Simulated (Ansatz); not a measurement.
`CC([SiH3])[SiH3]` → `CC[SiH3]` + `[SiH2]`  (silylene formation by 1,1-elimination)

Calculated with Ansatz (gas phase, PBE0-D4/def2-TZVP geometries, no zero-point term in ΔE). CCSD(T)/CBS adds triple-zeta CCSD(T) − MP2 to the extrapolated MP2 energy (def2 sets, frozen cores). This one scheme is used for every species. DFT in def2-TZVPP. B3LYP here is the variant with VWN-RPA as its local correlation; programs differ in this.

```tsv
level	ΔE (kcal/mol)	difference from CCSD(T)/CBS
revPBE-D4	56.2	-0.1
BLYP-D4	52.4	-3.9
B3LYP-D4	54.6	-1.7
BHLYP-D4	56.9	0.6
CAM-B3LYP-D4	56.2	-0.1
B2PLYP	53.9	-2.4
PBE-QIDH	60.0	3.7
PBE	54.2	-2.1
revPBE	49.9	-6.4
r2SCANh	60.0	3.7
r2SCAN0	60.2	3.9
CAM-B3LYP	53.7	-2.6
HF/def2-SVP	48.5	-7.8
CCSD/def2-TZVPP	53.2	-3.1
CCSD(T)/def2-TZVPP	54.7	-1.6
MP2/CBS(def2)	61.5	5.2
CCSD(T)/CBS	56.3	0
```

Largest T1 diagnostic among the species: 0.014.

In def2-TZVPP, CCSD(T) changes the Hartree–Fock value by +5.4 kcal/mol (the triples alone add +1.5 kcal/mol) and MP2 by +10.6 kcal/mol. The D4 term adds +4.4 kcal/mol with B3LYP and +2.4 kcal/mol with PBE0; it sums over pairs of atoms, weighted by their polarisabilities, and B3LYP, whose exchange is more repulsive, gets the larger term. Leaving LDA and LC-ωPBE aside and taking each functional with its dispersion term where it has one, the values, not all of them listed here, spread over 8.6 kcal/mol, from BLYP-D4 to r2SCAN0-D4. LDA lies +9.3 kcal/mol from PBE without D4.

CCSD(T)/CBS has its own doubt, a few kJ/mol and more with outer-core shells, so smaller differences from it don't rank the levels.
